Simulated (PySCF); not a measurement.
## MoO₃ + 2 HCl → MoO₂Cl₂ + H₂O

Level: PBE in the def2-TZVP basis family, computed in PySCF with density fitting; scalar-relativistic core potentials for atoms from Rb on, none lighter, no spin–orbit coupling; open shells unrestricted.

```json
{"species": "MoO₃", "state and structure": "singlet, C3v, Mo–O 1.717 Å (×3); O–Mo–O 108.9° (×3)", "ZPE (kJ/mol)": "22.7", "H(298 K) − H(0) (kJ/mol)": "13.5", "S° (J/(mol K))": "284.8"}
{"species": "HCl", "state and structure": "singlet, C∞v, H–Cl 1.289 Å", "ZPE (kJ/mol)": "17.3", "H(298 K) − H(0) (kJ/mol)": "8.7", "S° (J/(mol K))": "186.8"}
{"species": "MoO₂Cl₂", "state and structure": "singlet, C2v, Mo–Cl 2.256 Å (×2), Mo–O 1.690 Å (×2); Cl–Mo–Cl 112.0°, Cl–Mo–O 109.5° (×4), O–Mo–O 106.8°", "ZPE (kJ/mol)": "23.6", "H(298 K) − H(0) (kJ/mol)": "18.7", "S° (J/(mol K))": "340.1"}
{"species": "H₂O", "state and structure": "singlet, C2v, O–H 0.971 Å (×2); H–O–H 104.3°", "ZPE (kJ/mol)": "54.3", "H(298 K) − H(0) (kJ/mol)": "9.9", "S° (J/(mol K))": "189.0"}
```

Task: Is the gas-phase reaction uphill or downhill in electronic energy at this level, and by how much?

Result: At PBE/def2-TZVP, ΔE = -336.8 kJ/mol, downhill. 

Task: Add zero-point, thermal and entropy terms for 298.15 K and 1 bar.

Result: ΔZPE = 20.6 and Δ[H(298) − H(0)] = -2.3 kJ/mol give ΔH° = -318.5 kJ/mol. ΔS° = -129.3 J/(mol K), so ΔG° = -318.5 − 298.15 × (-0.1293) = -280 kJ/mol. ΔG° would change sign near 2460 K if ΔH° and ΔS° stayed fixed.

Each species is the lowest minimum found with this bonding; other isomers or fragments can lie lower.
